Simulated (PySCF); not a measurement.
Gas-phase reaction: ZrCl₄.H₂O + ZrOCl₂ ⇌ 2 ZrCl₃OH

Computed with PySCF and rigid-rotor harmonic-oscillator thermochemistry at 1 bar. † marks an energy on the PBE0/def2-TZVP geometry and frequencies; other levels use their own. All species are closed-shell singlets. Zr: scalar-relativistic def2 core potential, no spin-orbit coupling. Adducts (ZrCl₄.H₂O) have no counterpoise correction, and HF, PBE, BLYP, B3LYP and PBE0 lack dispersion. ZrCl₄.H₂O, ZrOCl₂, ZrCl₃OH: computed as isolated molecules; such fragments, hydroxides, amides, oligomers or adducts are transient or little studied in the gas. The harmonic model lacks anharmonicity and excited electronic states, which grow with temperature; levels with a mode under 35 cm⁻¹ are left out. Soft modes under 120 cm⁻¹ make the harmonic entropy rough for ZrCl₄.H₂O, ZrOCl₂, ZrCl₃OH.

```csv
level,"ΔE electronic, kJ","ΔH°(298 K), kJ","ΔS°(298 K), J/K","ΔG°(2000 K), kJ"
BLYP/def2-TZVP†,-228,-234,-17,-211
PBE/def2-SVP,-220,-224,-18,-199
PBE/def2-TZVP†,-219,-224,-17,-202
PBE0/def2-SVP†,-231,-236,-17,-214
r2SCAN/def2-TZVP†,-228,-234,-17,-211
```
ΔH° is lowest at PBE0/def2-SVP† and highest at PBE/def2-SVP. No reference value is set beside these.
